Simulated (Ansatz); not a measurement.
Geometry optimisation, RKS PBE/def2-SVP in Ansatz 0.2.0.

Input:

```yaml
crystal:
  periodic: [false, false, false]
  atoms:
    - { symbol: W, position_ang: [0.0, 0.0, 0.0] }
    - { symbol: H, position_ang: [0.0, 0.0, 2.07] }
    - { symbol: Cl, position_ang: [2.39, 0.0, 0.0] }
    - { symbol: Cl, position_ang: [0.0, 2.39, 0.0] }
    - { symbol: H, position_ang: [-1.72, 0.0, 0.0] }
    - { symbol: H, position_ang: [0.0, -1.72, 0.0] }
    - { symbol: O, position_ang: [0.0, 0.0, -1.94] }
    - { symbol: H, position_ang: [0.5278, 0.7924, -2.2771] }
    - { symbol: O, position_ang: [1.4721, 1.5335, 0.7063] }
    - { symbol: H, position_ang: [2.2027, 1.0805, 1.2365] }
    - { symbol: H, position_ang: [0.7317, 0.7622, 1.9256] }
basis:
  gaussian: { orbitals: def2-SVP }
hamiltonian:
  xc: pbe
relax:
  f_tol: 0.15
  max_steps: 25
  restrain:
    - { distance: [0, 8], at: 1.94, k: 30.0 }
    - { distance: [10, 1], at: 0.66, k: 30.0 }
    - { distance: [0, 1], at: 2.92, k: 30.0 }
    - { distance: [10, 8], at: 2.21, k: 30.0 }
```

Launched with:

```bash
$ ansatz run input.yaml --threads 4 --pin off --max-ram 5120MiB --backend cpu --events-out ev --progress --plain --runs-dir out
```

**Question.** Where does it end, and by what steps?

**Answer.** It converged. The restraints hold the end off the free minimum; the threshold counts their pulls, which the force column leaves out. Restrained pairs: W1–O9 (2.24 → 1.91 Å), H2–H11 (1.07 → 0.72 Å), W1–H2 (2.07 → 2.93 Å), O9–H11 (1.62 → 2.22 Å). After 21 steps the energy has fallen by 10.656 eV (the restraints' own energy left out); Cl3 moved furthest, 1.12 Å.

```json
{"step": "0", "energy less start (eV)": "0.0000", "largest force component (eV/Å)": "7.002", "accepted": "yes"}
{"step": "1", "energy less start (eV)": "-2.0660", "largest force component (eV/Å)": "6.346", "accepted": "yes"}
{"step": "2", "energy less start (eV)": "-4.1536", "largest force component (eV/Å)": "5.241", "accepted": "yes"}
{"step": "3", "energy less start (eV)": "-6.4636", "largest force component (eV/Å)": "3.554", "accepted": "yes"}
{"step": "4", "energy less start (eV)": "-8.2975", "largest force component (eV/Å)": "2.052", "accepted": "yes"}
{"step": "5", "energy less start (eV)": "-9.4519", "largest force component (eV/Å)": "1.319", "accepted": "yes"}
{"step": "6", "energy less start (eV)": "-10.1187", "largest force component (eV/Å)": "1.249", "accepted": "yes"}
{"step": "7", "energy less start (eV)": "-10.3312", "largest force component (eV/Å)": "1.437", "accepted": "yes"}
{"step": "8", "energy less start (eV)": "-10.3909", "largest force component (eV/Å)": "1.513", "accepted": "yes"}
{"step": "9", "energy less start (eV)": "-10.4062", "largest force component (eV/Å)": "1.627", "accepted": "yes"}
{"step": "10", "energy less start (eV)": "-10.4678", "largest force component (eV/Å)": "1.459", "accepted": "yes"}
{"step": "11", "energy less start (eV)": "-10.5276", "largest force component (eV/Å)": "1.502", "accepted": "yes"}
{"step": "12", "energy less start (eV)": "-10.5858", "largest force component (eV/Å)": "1.237", "accepted": "yes"}
{"step": "13", "energy less start (eV)": "-10.6062", "largest force component (eV/Å)": "1.241", "accepted": "yes"}
{"step": "14", "energy less start (eV)": "-10.5481", "largest force component (eV/Å)": "1.515", "accepted": "no"}
{"step": "15", "energy less start (eV)": "-10.6356", "largest force component (eV/Å)": "1.399", "accepted": "yes"}
{"step": "16", "energy less start (eV)": "-10.6449", "largest force component (eV/Å)": "1.562", "accepted": "yes"}
{"step": "17", "energy less start (eV)": "-10.6676", "largest force component (eV/Å)": "1.394", "accepted": "yes"}
{"step": "18", "energy less start (eV)": "-10.6582", "largest force component (eV/Å)": "1.562", "accepted": "yes"}
{"step": "19", "energy less start (eV)": "-10.6595", "largest force component (eV/Å)": "1.665", "accepted": "yes"}
{"step": "20", "energy less start (eV)": "-10.6698", "largest force component (eV/Å)": "1.682", "accepted": "no"}
{"step": "21", "energy less start (eV)": "-10.6563", "largest force component (eV/Å)": "1.788", "accepted": "yes"}
```

```xyz
11
Properties=species:S:1:pos:R:3
W 0.402 0.592 -0.262
H -0.592 0.236 2.471
Cl 2.561 -0.312 -1.061
Cl -1.006 2.447 -0.046
H -1.025 -0.036 0.371
H 0.362 -1.042 0.176
O 0.030 0.326 -2.061
H 0.705 0.017 -2.705
O 1.568 1.116 1.157
H 2.538 1.024 1.026
H 0.063 0.470 2.655
```

The run took 19 s on 4 threads of AMD EPYC 9R45 96-Core Processor (Zen 5), with other jobs on the host, peak memory 0.33 GiB.
